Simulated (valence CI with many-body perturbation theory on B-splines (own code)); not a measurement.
# Valence orbitals of Zr²⁴⁺

Level of theory: valence CI with perturbative core correlation (CI+MBPT): six valence electrons over a frozen Dirac-Fock core [Ne], a basis of 9 s, 9 p, 8 d, 6 f, 3 g, 1 h functions for each j, with the one-electron correlation potential Σ1, the two-electron term Σ2, the three-electron term Σ3, Breit, model QED; selected CI, second order for the rest, scaled by the run's own slope (own B-spline code, finite nucleus).

No measured spectrum was set against this ion. As an estimate, levels of excited configurations hold to 0.05 to 0.15 % of their energy, terms of the ground configuration to about 0.5 %. Among the levels kept, up to 1500 cm⁻¹ of a level comes from second order outside the variational space, and about a tenth of that is noise between levels of different J, which matters for small intervals.

These are the spectroscopic orbitals of the CI (the correlating ones are not listed), shaped by the core and the other valence electrons. h is the expectation value of the core's Dirac-Fock operator, without the valence repulsion; Σ1 is computed up to l = 3 at one energy for each symmetry, that of its lowest orbital but kept below the first core excitation, so for empty shells it is not the orbital's own correlation shift; Breit and QED include the response of the core.

```csv
Orbital,h (hartree),Σ1 (cm⁻¹),Breit (cm⁻¹),QED (cm⁻¹),⟨r⟩ (bohr)
3s1/2,-58.049,-5781,4665,3333,0.4057
4s1/2,-31.192,-1790,1697,1240,0.7760
5s1/2,-19.419,-789,787,582,1.271
6s1/2,-13.249,-423,432,321,1.883
3p1/2,-55.605,-7097,7571,-165,0.3924
4p1/2,-30.166,-2191,2799,-58.9,0.7745
5p1/2,-18.903,-978,1327,-27.5,1.280
6p1/2,-12.954,-528,737,-15.2,1.903
3p3/2,-54.807,-6762,4683,148,0.3991
4p3/2,-29.846,-2118,1710,57.3,0.7836
5p3/2,-18.744,-951,832,27.7,1.291
6p3/2,-12.864,-515,461,15.5,1.916
3d3/2,-51.601,-8073,3233,-138,0.3533
4d3/2,-28.575,-2115,1114,-46.5,0.7586
5d3/2,-18.123,-928,528,-22.0,1.280
3d5/2,-51.434,-7800,1457,-44.2,0.3553
4d5/2,-28.504,-2041,499,-11.2,0.7609
5d5/2,-18.086,-896,240,-4.6,1.283
4f5/2,-27.795,-1446,67.6,-11.3,0.6839
5f5/2,-17.728,-727,47.2,-6.3,1.218
4f7/2,-27.767,-1427,10.7,2.2,0.6849
5f7/2,-17.713,-716,7.5,0.5,1.220
5g7/2,-17.559,,0.9,-2.0,1.091
5g9/2,-17.552,,0.0,1.5,1.091
```

Among the shells of the start configuration 3s2 3p4, Σ1 is largest in size for 3p1/2, where it is 0.058 % of h.

Lowest root of each symmetry, sizes in configuration state functions:

| J | Parity | Roots | Reference | Variational | Second order | Change by selected CI (cm⁻¹) | Change by second order (cm⁻¹) |
| --- | --- | --- | --- | --- | --- | --- | --- |
| 0 | even | 3 | 19 | 57519 | 442946 | -24373 | -26 |
| 1 | even | 2 | 32 | 55563 | 1432684 | -24441 | -179 |
| 2 | even | 3 | 47 | 53458 | 2197896 | -24649 | -231 |
| 0 | odd | 5 | 32 | 60000 | 656409 | -20801 | -47 |
| 1 | odd | 10 | 84 | 59767 | 2247441 | -20121 | -455 |
| 2 | odd | 10 | 106 | 57839 | 3933852 | -18271 | -1018 |
| 3 | odd | 8 | 98 | 54937 | 3788045 | -23739 | -1298 |
| 4 | odd | 5 | 69 | 55041 | 3723036 | -23796 | -1073 |
| 5 | odd | 1 | 38 | 56909 | 2105530 | -28741 | -702 |
